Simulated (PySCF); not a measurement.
## Radial density of Kr³⁺ (krypton, charge +3)

PBE, [Ar] 3d10 4s2 4p3, high-spin 4S determinant. Calculation: PySCF 2.14, in def2-SVP (5s4p3d, 32 functions); no relativity, point nucleus.

| r (bohr) | 4πr²ρ (e/bohr) | 4πr²(ρα − ρβ) |
| --- | --- | --- |
| 0.000777 | 0.2269 | 0.0000 |
| 0.00131 | 0.6271 | 0.0000 |
| 0.00220 | 1.675 | 0.0000 |
| 0.00370 | 4.233 | 0.0000 |
| 0.00622 | 10.02 | 0.0002 |
| 0.0105 | 20.88 | 0.0009 |
| 0.0176 | 35.69 | 0.0052 |
| 0.0296 | 44.16 | 0.0257 |
| 0.0498 | 38.22 | 0.0946 |
| 0.0837 | 41.28 | 0.1972 |
| 0.141 | 52.75 | 0.1004 |
| 0.237 | 32.35 | 0.0341 |
| 0.398 | 36.42 | 0.4983 |
| 0.670 | 21.50 | 0.0017 |
| 1.13 | 5.506 | 1.7283 |
| 1.90 | 2.670 | 1.6485 |
| 3.19 | 0.1768 | 0.1496 |
| 5.36 | 0.001068 | 0.0010 |
